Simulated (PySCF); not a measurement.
Fine-structure interval of Tb³⁸⁺ by level of theory

Tb³⁸⁺ [Ar] 3d9 [3d3/2^4 3d5/2^5, M_J = 5/2] → Tb³⁸⁺ [Ar] 3d9 [3d3/2^3 3d5/2^6, M_J = 3/2], as a difference of total energies. All numbers are calculated (PySCF 2.14, the two-component X2C-1e Hamiltonian, in an uncontracted even-tempered set (16 s from 7.7 bohr⁻², ratio 2.8; 13 p from 10 bohr⁻², ratio 2.8; 8 d from 10 bohr⁻², ratio 2.8; 3 f from 39 bohr⁻², ratio 3)). Correlated levels: [Ne] frozen; the 80 highest virtual spinors dropped. "Screened" scales the spin-orbit matrix elements by Boettger's factors to mimic the two-electron term; Breit and QED terms are absent.

```csv
method,fine-structure interval (cm⁻¹)
GHF (screened spin-orbit),290250
GMP2 (screened spin-orbit),289930
GHF (bare spin-orbit),343480
```
